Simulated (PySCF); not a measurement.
First hyperpolarisability: SMILES O=CC1=CC=C([SiH3])B1, C$_{5}$H$_{7}$BOSi

Geometry:
| atom | x (Å) | y (Å) | z (Å) |
| --- | --- | --- | --- |
| O1 | -3.445 | 0.941 | -0.970 |
| C2 | -2.981 | 0.159 | -0.176 |
| C3 | -1.550 | -0.039 | 0.058 |
| C4 | -1.052 | -0.923 | 0.952 |
| C5 | 0.443 | -0.906 | 0.976 |
| C6 | 0.973 | -0.015 | 0.104 |
| Si7 | 2.791 | 0.297 | -0.149 |
| B8 | -0.286 | 0.651 | -0.612 |
| H9 | -3.654 | -0.484 | 0.453 |
| H10 | -1.645 | -1.585 | 1.595 |
| H11 | 1.008 | -1.565 | 1.647 |
| H12 | 3.171 | 0.042 | -1.573 |
| H13 | 3.593 | -0.599 | 0.741 |
| H14 | 3.123 | 1.721 | 0.163 |
| H15 | -0.280 | 1.483 | -1.482 |

Level of theory: quadratic response CAM-B3LYP/aug-cc-pVDZ first hyperpolarisability, Taylor convention, gas phase in PySCF 2.14.0. Geometry: PBE0-D3(BJ)/def2-SVP.

Question: Give β for the processes computed.

Answer: In au, Taylor convention; the vector part is βᵢ = ⅓ Σⱼ (βᵢⱼⱼ + βⱼᵢⱼ + βⱼⱼᵢ); β∥ is 3/5 of the vector part along the dipole, the dipole points from − to +:
```csv
process,λ (nm),β vector norm,β∥,β HRS,depolarisation ratio
"static β(0;0,0)",∞,346.8,59.0,153.2,4.13
"second harmonic β(−2ω;ω,ω)",1907,429.8,74.8,186.6,4.35
"Pockels β(−ω;ω,0)",1907,371.1,63.7,–,–
"Pockels β(−ω;ω,0)",1064,436.5,76.2,–,–
```

Second harmonics within 0.3 eV of the first excitation or beyond it are left out.

Question: Which lowest excitations, dipole and polarisabilities go with it?

Answer: S1 2.52 eV (f = 0.030); S2 3.07 eV (f = 0.000); S3 3.95 eV (f = 0.000); dipole 4.04 D; isotropic α 106.0 au static, 106.6 au at 1907 nm, 108.2 au at 1064 nm, 108.9 au at 953.5 nm.
